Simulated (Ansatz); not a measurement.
B2FH3O (`BOBF`). Total charge 0; spin multiplicity 1.

Cartesian coordinates in Å:
```
B 0.322 1.188 -0.022
O 0.263 -0.010 0.623
B -0.277 -1.148 0.102
F -0.257 -2.226 0.857
H -0.123 1.292 -1.131
H 0.826 2.101 0.561
H -0.756 -1.197 -0.991
```

Problem. What are the harmonic wavenumbers in cm⁻¹ at PBE0-D4/def2-TZVP (Ansatz, finite differences of forces, unscaled)? (Estimate.)

Solution. Computed: 104, 258, 261, 508, 929, 978, 1066, 1097, 1114, 1241, 1362, 1427, 2571, 2659, 2676.

Problem. Is this a minimum?

Solution. Yes, all 15 modes are real.

Problem. Give the ideal-gas thermochemistry at 298.15 K and 1 bar (rigid rotor, harmonic oscillator; point group Cs, symmetry number 1).

Solution. Zero-point energy 109.2 kJ/mol; H(298) − E = 124.6 kJ/mol; entropy 290.2 J/(mol·K), of which translation 159.8, rotation 97.5, vibration 32.8; G(298) − E = 38.0 kJ/mol.

Problem. And at 400, 500, 600, 800 and 1000 K?

Solution. 
```
T (K)  H − E (kJ/mol)  S (J/mol/K)  G − E (kJ/mol)
  400           132.3        312.6             7.3
  500           141.2        332.3           -24.9
  600           151.1        350.3           -59.1
  800           173.3        382.2          -132.4
 1000           197.9        409.5          -211.6
```
